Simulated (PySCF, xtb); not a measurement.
B(H)(OAc)(OH) (C2H5BO3), SMILES CC(=O)OBO.

Geometry: PBE0-D3(BJ)/def2-SVP. The structure was generated by enumeration, and PubChem lists no compound with its InChIKey, so it may never have been made. One conformer was computed; it need not be the lowest.

Computed with C-PCM-ωB97X/def2-SVP run with PySCF 2.14.0.

The values are the electrostatic part of the solvation free energy, E(continuum) − E(gas) at the gas-phase geometry, in a cavity of scaled van der Waals radii (PySCF's table); cavitation and dispersion terms are not included. In vacuum the orbital gap is 12.72 eV. The dipole moment in vacuum is 3.44 D.

Computed values in water (ε = 78.36), dimethylsulfoxide (ε = 46.83), ethylethanoate (ε = 5.99):
```tsv
solvent	ε	ΔG(elec) (kcal/mol)	dipole (D)	gap (eV)
water	78.36	-7.3	4.29	12.86
dimethylsulfoxide	46.83	-7.2	4.28	12.86
ethylethanoate	5.99	-6.0	4.13	12.83
```

For comparison, GFN2-xTB/ALPB(water) (xtb, at the GFN2-xTB geometry, all terms of that model) gives -8.1 kcal/mol.
